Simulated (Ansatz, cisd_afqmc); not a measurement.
System: Br, charge 0, doublet.

Total energies in def2-SVPD, 7 correlated electrons, 14 frozen orbitals. UHF or UKS for unpaired electrons; spin-orbit terms are left out. Cores are frozen in correlated methods (noble-gas shells, and filled d and f shells in the p block). No relativity. AFQMC is phaseless with a CISD trial state; ± is one standard error, without the phaseless bias. Outlying blocks are dropped, and bars are widened where a walk drifts. Over all cases where full CI ran beside it in this data, AFQMC minus full CI had a median of +0.1 mEh and passed +0.4 mEh in a tenth of the cases. Spin-orbit terms, left out, reach several kcal/mol for Br and I, and more for heavier atoms.

```json
[
 {"method": "HF", "program": "Ansatz", "energy (Eh)": "-2572.08511", "minus CCSDTQ (mEh)": "119.88"},
 {"method": "MP2", "program": "Ansatz", "energy (Eh)": "-2572.18722", "minus CCSDTQ (mEh)": "17.78"},
 {"method": "CCSD", "program": "Ansatz", "energy (Eh)": "-2572.20255", "minus CCSDTQ (mEh)": "2.44"},
 {"method": "CCSD(T)", "program": "Ansatz", "energy (Eh)": "-2572.20452", "minus CCSDTQ (mEh)": "0.47"},
 {"method": "CCSDT(Q)", "program": "Ansatz", "energy (Eh)": "-2572.20498", "minus CCSDTQ (mEh)": "0.01"},
 {"method": "CCSDTQ", "program": "Ansatz", "energy (Eh)": "-2572.20499", "minus CCSDTQ (mEh)": "0.00"},
 {"method": "AFQMC/CISD", "program": "cisd_afqmc", "energy (Eh)": "-2572.2049 ± 0.0001", "minus CCSDTQ (mEh)": "0.1 ± 0.1"}
]
```

Ansatz is an electronic-structure program.
